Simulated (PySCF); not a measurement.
A GIAO shielding run with PySCF 2.14 (density fitting, non-relativistic, gas phase) on SMILES CSC1=C(F)C=CC(C)=C1, C8H9FS:

```
$ OMP_NUM_THREADS=1 python probes_run.py task.json out

{"job": {"kind": "nmr", "xc": "PBE0", "basis": "pcSseg-1"}, "charge": 0, "multiplicity": 1}
C      3.562832     0.322655    -0.178482
S      2.359506    -0.502159     0.906615
C      0.776302     0.004572     0.302416
C     -0.288040    -0.844710     0.600204
C     -1.588492    -0.557957     0.221059
C     -2.709895    -1.479278     0.591573
C     -1.833077     0.609901    -0.493983
C     -0.796278     1.468533    -0.801058
C      0.491748     1.172543    -0.394639
F      1.459001     2.070553    -0.700003
H      3.272007     0.181080    -1.214322
H      3.636318     1.377429     0.063953
H      4.510690    -0.171038     0.014717
H     -0.070081    -1.750541     1.145890
H     -3.117463    -1.192127     1.561369
H     -3.512340    -1.427101    -0.140335
H     -2.360766    -2.506094     0.664268
H     -2.836965     0.850005    -0.808813
H     -0.964811     2.382984    -1.347891
```

Hardware: 1 thread of an Arm Neoverse V2, shared host. The job also computes population analyses, field gradients, ring-centre shieldings.

Q: How large is the calculation?

A: 82 electrons, 222 basis functions and 1168 auxiliary functions.

Q: How long does it take?

A: 46 s of wall time, with 14 SCF cycles and 5 response iterations. Times on a shared host scatter by some tens of per cent.
